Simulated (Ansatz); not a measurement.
`B[SiH2]B` + `N[SiH3]` → `B[SiH2]N[SiH3]` + BH₃ at 400 K and 1 bar (cleavage of the Si–B bond).

Program: Ansatz. Geometries: PBE0-D4/def2-TZVP. ΔE: electronic, gas phase. CCSD(T)/CBS is the MP2 limit (def2-TZVPP, def2-QZVPP) plus CCSD(T) − MP2 in def2-TZVPP, frozen cores. This one scheme is used for every species. Each species was taken in one conformer, which may not be the lowest.

| species | CCSD(T)/CBS energy (Eh) | H − E (kJ/mol) | S (J/(mol·K)) |
| --- | --- | --- | --- |
| `B[SiH2]B` | -342.19118 | 176.9 | 337.1 |
| `N[SiH3]` | -346.80422 | 153.0 | 285.3 |
| `B[SiH2]N[SiH3]` | -662.46710 | 242.3 | 407.8 |
| BH₃ | -26.55200 | 82.6 | 199.4 |

H − E and S are ideal-gas, rigid-rotor, harmonic terms from PBE0-D4/def2-TZVP, for one conformer and one mirror image of each species. 1 Eh = 2625.50 kJ/mol, R = 8.31446 J/(mol·K).

By hand: ΔE, ΔH, ΔS and ΔG.

ΔE = (-662.46710) + (-26.55200) − (-342.19118) − (-346.80422) = -0.02370 Eh = -62.2 kJ/mol. Δ(H − E) = 242.3 + 82.6 − 176.9 − 153.0 = -5.0, so ΔH = -67.2 kJ/mol. ΔS = 407.8 + 199.4 − 337.1 − 285.3 = -15.2 J/(mol·K). ΔG = -67.2 − 400 × (-15.2)/1000 = -61.1 kJ/mol.

By hand: the equilibrium constant, and the temperature at which ΔG would vanish if ΔH and ΔS stayed fixed.

log₁₀ K = −ΔG/(RT ln 10) = 8.0. ΔG = 0 at ΔH/ΔS = 4421 K, far beyond where these terms or the molecules hold.

ΔH outweighs TΔS. A doubt of 5 kJ/mol in ΔE shifts log₁₀ K by 0.7 here. Other conformers and mirror images would add mixing entropy, several J/(mol·K) or more a flexible species. Modes under 60 cm⁻¹, often nearly free rotors, make the harmonic entropy too high. These are equilibria of isolated gas molecules and say nothing of rates. Largest T1 diagnostic: 0.015 (customary marks: 0.02 for closed shells, 0.045 for open ones).
